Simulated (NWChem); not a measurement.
Molecule: AlH2OCl; SMILES [AlH]([Cl])[OH]

```xyz
5

Al    -0.5793     0.6087     0.0000
H     -2.1439     0.6903     0.0000
Cl     0.4180    -1.2441     0.0000
O      0.3066     2.0498     0.0000
H      1.2591     2.1544     0.0000
```
Atoms are numbered in this order, from 1.

All runs: NWChem. Structure relaxed at the PBE0/def2-SVP level. B3LYP is NWChem's, with the RPA form of VWN correlation. Static field.

Question: Predict the results for B3LYP/def2-SVPD. Quantities: isotropic polarisability (bohr³); anisotropy (bohr³).

Answer: 
```json
{
  "isotropic polarisability (bohr³)": "44.0",
  "anisotropy (bohr³)": "11.6"
}
```
